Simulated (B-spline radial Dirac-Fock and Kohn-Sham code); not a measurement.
What relativity does to the binding energies of Ho

System: atomic holmium in the configuration [Xe] 4f11 6s2.

Both columns are ΔSCF binding energies of the configuration average from a radial atomic solver: non-relativistic Hartree-Fock with a point nucleus, and Dirac-Fock with a finite nucleus and the Coulomb interaction alone, averaged over the two j levels with weights 2j+1.

```
shell  Hartree-Fock (eV)  Dirac-Fock (eV)  shift (eV)  shift (%)
   1s            52215.5          55867.5    +3651.97      +6.99
   2s             8481.6           9431.7     +950.07     +11.20
   2p             8069.6           8377.2     +307.64      +3.81
   3s             1914.1           2142.2     +228.12     +11.92
   3p             1727.8           1810.9      +83.03      +4.81
   3d             1384.5           1370.6      -13.85      -1.00
   4s              387.5            441.6      +54.07     +13.95
   4p              312.0            330.3      +18.27      +5.86
   4d              176.4            173.0       -3.45      -1.96
   4f              10.89             5.53       -5.36     -49.21
   5s              51.67            58.75       +7.09     +13.72
   5p              29.23            30.21       +0.97      +3.33
   6s               4.67             4.98       +0.31      +6.69
```

Relativity binds 1s, 2s, 2p, 3s, 3p, 4s, 4p, 5s, 5p, 6s more strongly, among those listed most of all 4s in relative terms, and 3d, 4d, 4f more weakly, because the contracted s and p shells screen the nucleus better.

Values without a named source are computed, but for edge energies of neutral atoms, which are taken from tables.
